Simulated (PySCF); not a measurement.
**Frontier levels across methods**

Species: C₂H₆BFO.
Z-matrix (Å and degrees, PBE0-D3(BJ)/def2-SVP geometry), rows numbered from 1:
```
C 
O   1  1.3914
C   2  1.3943  1  113.56
B   3  1.5664  2  112.07  1  -179.31
F   4  1.3247  3  117.68  2  -177.46
H   1  1.1092  2  112.03  3   -60.35
H   1  1.0991  2  108.09  3  -179.83
H   1  1.1092  2  112.02  3    60.67
H   3  1.1152  2  112.11  1    58.21
H   3  1.1166  2  111.92  1   -58.45
H   4  1.2089  3  124.63  2     3.23
```

Basis pcSseg-2 throughout (PySCF), one geometry. The structure is a single PBE0-D3(BJ)/def2-SVP conformer in the gas phase; no vibrational or solvent corrections.

Problem. How do the orbital energies, the gap and the dipole change with the method?

Solution. 
```csv
method,kind,HOMO (eV),LUMO (eV),gap (eV),μ (D),SCF cycles
B97-2,global hybrid,-7.43,-0.68,6.75,1.60,13
PBE0,global hybrid,-7.70,-0.70,7.00,1.62,12
mPW1PW91,global hybrid,-7.73,-0.70,7.03,1.62,12
CAM-B3LYP,range-separated hybrid,-9.15,0.37,9.52,1.65,12
BHandHLYP,global hybrid,-9.25,0.31,9.57,1.68,12
wB97X-D,range-separated hybrid,-9.60,1.23,10.83,1.63,13
LC-wPBE,range-separated hybrid,-10.44,1.64,12.08,1.68,12
```

The HOMO spans 3.02 eV, from B97-2 down to LC-wPBE, and the gap runs from 6.75 eV (B97-2) to 12.08 eV (LC-wPBE). Over the methods B97-2 (21 %), PBE0 (25 %), mPW1PW91 (25 %), BHandHLYP (50 %), a straight line through the gap against the share of exact exchange rises by 1.00 eV for each 10 % (correlation coefficient 0.999). The dipole ranges from 1.60 D (B97-2) to 1.68 D (BHandHLYP). This basis has no diffuse functions.

The vertical ΔSCF ionisation energy at PBE0/def2-SVPD is 10.08 eV; −ε(HOMO) comes closest to it with LC-wPBE (10.44 eV).
